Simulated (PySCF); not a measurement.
Several molecules and their computed UV-vis stick spectra, shuffled. Computed with TDDFT PBE0/def2-SVPD, vertical, gas phase, core orbitals frozen in the response in PySCF 2.14.0, density-fitted response routines. Geometries: GFN2-xTB; one conformer of each isolated species. Triplets are in the Tamm–Dancoff approximation.

A. `NC(=S)CCC(F)(F)F`
B. `[H]/N=C\[Si@@H]1CCCO1`
C. `F[C@@H](C(=C)C=O)CF`
D. `CCC(F)(F)F`
E. `C/C(F)=C(\C)C(=O)F`

Lowest singlet levels (six at most, fewer where fewer were computed) with oscillator strengths:

1. 5.30 eV (f 0.000); 5.76 eV (f 0.388); 6.95 eV (f 0.001); 7.18 eV (f 0.002); 7.94 eV (f 0.000); 7.99 eV (f 0.018); T1 3.46 eV
2. 3.77 eV (f 0.000); 5.95 eV (f 0.224); 6.45 eV (f 0.060); 6.85 eV (f 0.005); 6.91 eV (f 0.026); 7.10 eV (f 0.019); T1 3.23 eV
3. 4.13 eV (f 0.001); 5.97 eV (f 0.037); 6.26 eV (f 0.019); 6.71 eV (f 0.031); 6.77 eV (f 0.020); 6.99 eV (f 0.003); T1 3.25 eV
4. 3.41 eV (f 0.000); 5.16 eV (f 0.175); 5.68 eV (f 0.077); 6.21 eV (f 0.005); 6.51 eV (f 0.005); 6.56 eV (f 0.005); T1 3.06 eV
5. 9.80 eV (f 0.005); 9.82 eV (f 0.001); 10.47 eV (f 0.004); 10.68 eV (f 0.073); 10.74 eV (f 0.084); 11.05 eV (f 0.052); T1 9.52 eV

Question: Match each spectrum to its molecule.

Answer: 1 = E, 2 = C, 3 = B, 4 = A, 5 = D.
- A: S1 at 3.41 eV, HOMO→LUMO (99%); S1 has the pattern of n→π* at C=S; HOMO -6.35 and LUMO -1.24 eV.
- B: S1 at 4.13 eV, HOMO→LUMO (98%); Löwdin shares by element: HOMO nitrogen 47%, carbon 19% or more, silicon 9%, hydrogen 7% or more (atoms not listed hold the other 17%); LUMO nitrogen 35%, carbon 33% or more, silicon 13%, hydrogen 4% or more; HOMO -7.03 and LUMO -1.02 eV.
- C: S1 at 3.77 eV, HOMO→LUMO (97%); Löwdin shares by element: HOMO oxygen 59%, carbon 25% or more, hydrogen 9% or more; LUMO carbon 65% or more, oxygen 23%; HOMO -8.01 and LUMO -2.21 eV.
- D: S1 at 9.80 eV, HOMO→LUMO (98%); Löwdin shares by element: HOMO carbon 51%, hydrogen 11% or more (atoms not listed hold the other 37%); LUMO carbon 42% or more, hydrogen 19% or more (atoms not listed hold the other 39%); HOMO -10.41 and LUMO 0.64 eV; point group Cs.
- E: S1 at 5.30 eV, HOMO-1→LUMO (97%); Löwdin shares by element: HOMO carbon 55% or more, fluorine 11% or more, oxygen 9% (atoms not listed hold the other 25%); LUMO carbon 59% or more, oxygen 18% (atoms not listed hold the other 23%); HOMO -7.89 and LUMO -1.76 eV.
